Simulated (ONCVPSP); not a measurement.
Transferability test, ONCV potential for Si (Z = 14)

* Element: Si
* Generator: ONCVPSP 4.0.1
* Type: optimised norm-conserving Vanderbilt (ONCV)
* Functional: PBEsol
* Relativity: scalar-relativistic
* Frozen core: [He]
* Valence charge: 12
* Reference configuration: 2s2 2p6 3s1.5 3p2.5
* Partial waves: 2s+3s: rc 1.00 bohr, ncon 3, nbas 7, qcut 9.9 1/bohr, 2 projectors; 2p+3p: rc 0.95 bohr, ncon 4, nbas 8, qcut 14.2 1/bohr, 2 projectors
* Local potential: polynomial inside 0.85 bohr (lpopt 5, dvloc0 -1 Ha)
* Core correction: polynomial model core, fcfact 0.4

Energies are relative to the spin-unpolarised reference configuration 2s2 2p6 3s1.5 3p2.5; without spin polarisation the order of configurations can differ from experiment.

```json
{"valence configuration": "2s2 2p6 3s2 3p2", "charge": "0", "ΔE all-electron (eV)": "-3.377", "error AE − PS (meV)": "0.0"}
{"valence configuration": "2s2 2p6 3s2 3p1", "charge": "+1", "ΔE all-electron (eV)": "4.336", "error AE − PS (meV)": "+0.7"}
{"valence configuration": "2s2 2p6 3s2 3p0", "charge": "+2", "ΔE all-electron (eV)": "20.300", "error AE − PS (meV)": "+3.8"}
{"valence configuration": "2s2 2p6 3s1 3p2", "charge": "+1", "ΔE all-electron (eV)": "11.745", "error AE − PS (meV)": "-0.3"}
```

Levels in the configuration 2s2 2p6 3s2 3p0:

| level | all-electron (eV) | pseudo (eV) |
| --- | --- | --- |
| 2s | -160.419 | -160.385 |
| 2p | -116.762 | -116.670 |
| 3s | -28.490 | -28.486 |
